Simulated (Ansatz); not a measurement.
System: ZrH$_{3}$I, charge 0, singlet. ZrH3I (SMILES [ZrH3][I]).
B3LYP-D3(BJ)/def2-TZVP minimum from Ansatz (an electronic-structure program):
```
Zr
H 1 1.8422
H 1 1.8422 2 109.59
H 1 1.8422 2 109.59 3 120.29
I 1 2.7037 2 109.35 3 -119.85
```

Total energies in def2-SVP, 14 correlated electrons, 13 frozen orbitals. Open shells are spin-unrestricted; no spin-orbit coupling. Cores are frozen in correlated methods (noble-gas shells, and filled d and f shells in the p block). Past Kr the def2 sets carry scalar-relativistic core potentials. Spin-orbit terms, left out, reach several kcal/mol for Br and I, and more for heavier atoms.

```csv
method,program,energy (Eh),minus CCSDT(Q) (mEh)
HF,Ansatz,-344.93189,239.88
MP2,Ansatz,-345.13314,38.62
CCSD,Ansatz,-345.16341,8.35
CCSD(T),Ansatz,-345.17049,1.28
CCSDT(Q),Ansatz,-345.17176,0.00
```

Rough core times of Ansatz's runs on a shared machine: CCSD(T) under 20 s, CCSDT(Q) 2 min.
